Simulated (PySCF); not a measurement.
**A small calculation by hand: chemical shift, span and skew from a shielding tensor**

GeH7NSi2, SMILES [NH]1[SiH2][SiH2][GeH2]1. Atoms are numbered in the order given.

```xyz
11

N     -1.3847     0.1789     0.0000
Si    -0.5918     1.7346     0.0000
Si     1.4779     0.6339     0.0000
Ge    -0.0887    -1.1561     0.0000
H     -2.3860     0.0139     0.0000
H     -0.8806     2.5832     1.1986
H     -0.8806     2.5832    -1.1986
H      2.3246     0.7563    -1.2209
H      2.3246     0.7563     1.2209
H     -0.1880    -2.0542    -1.2492
H     -0.1880    -2.0542     1.2492
```

Coordinates come from a ωB97X-D3(BJ)/def2-SVP optimisation. This is a generated structure with no PubChem entry under its InChIKey; it may be hypothetical.

GIAO shieldings from PBE/pcSseg-1 in PySCF, non-relativistic, no solvent. The symmetric part of the tensor of N1 has the principal values 200.6, 209.7, 298.0 ppm. The same nucleus in NH3 has σ = 267.0 ppm at this level (PySCF, at its B3LYP-D3(BJ)/def2-TZVP geometry).

Q: Work out the isotropic shielding, the ¹⁵N shift against NH3, the span and the skew.

A: 
σ(iso) = (σ11 + σ22 + σ33)/3 = 236.1 ppm. δ = σ(ref) − σ(iso) = 267.0 − (236.1) = 30.9 ppm.
Span Ω = σ33 − σ11 = 97.4 ppm. Skew κ = 3(σ(iso) − σ22)/Ω = 0.81. Tumbling in solution averages the tensor to δ; in a static solid the shielding alone would spread this spin-1/2 line over Ω.
